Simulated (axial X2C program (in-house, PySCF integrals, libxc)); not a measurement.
## Ω levels of BrTmBr⁺ from open-shell CI on f12 s0

Computed with an axial X2C code built on PySCF integrals: two-component X2C with atomic mean-field Coulomb and Gaunt terms, basis Br dyall-v3z, Tm dyall-v3z (cores contracted in-house). Orbitals come from Hartree–Fock averaged over the configuration Tm f12 s0; CI then distributes these electrons over the f, s shells of Tm.

Br–Tm–Br held linear, both bonds 2.560 Å (near the minimum of the configuration average).

Active spinors (ω > 0):

```tsv
shell	ω	ε (eV)	character
f	5/2	-26.51	100% Tm f
f	3/2	-26.38	100% Tm f
f	1/2	-26.26	100% Tm f
f	7/2	-25.23	100% Tm f
f	5/2	-25.13	100% Tm f
f	3/2	-25.03	100% Tm f
f	1/2	-24.95	100% Tm f
s	1/2	-1.87	84% Tm s, 11% Tm d
```

Lowest levels of this model:

```tsv
Ω	energy (cm⁻¹)	g∥	configuration
0	0	0.00	100% f12
1	41	2.35	100% f12
2	180	4.72	100% f12
3	451	7.08	100% f12
4	892	9.41	100% f12
5	1509	11.71	100% f12
6	2255	13.99	100% f12
3	7385	6.78	100% f12
4	7480	9.09	100% f12
2	7516	4.64	100% f12
1	7637	2.42	100% f12
0	7667	0.00	100% f12
0	7968	0.00	100% f12
1	8063	1.80	100% f12
2	8335	3.86	100% f12
3	8737	6.03	100% f12
4	9263	8.21	100% f12
5	10025	10.28	100% f12
1	13289	1.88	100% f12
0	13291	0.00	100% f12
2	13418	3.73	100% f12
3	13814	5.66	100% f12
4	14287	7.61	100% f12
0	17101	0.00	100% f12
```

g∥ is the magnitude of 2⟨Lz + ge Sz⟩ for the +Ω component.

This point took 5.3 s on 1 thread of Intel(R) Xeon(R) 6975P-C (Granite Rapids) (shared host).

Dynamic correlation is missing, so gaps between terms are too wide and other configurations may lie lower; the lowest level listed is that of this model, not necessarily the ground state. At most 4 roots were kept for each Ω > 0 (twice that for Ω = 0) within 2.2 eV of the lowest, so higher up levels can be missing between those listed; levels with Ω > 0 are doubly degenerate and listed once, Ω = 0 levels singly. States that fill the shells left empty in the average are placed too high. The molecule was held linear; bending was not examined.
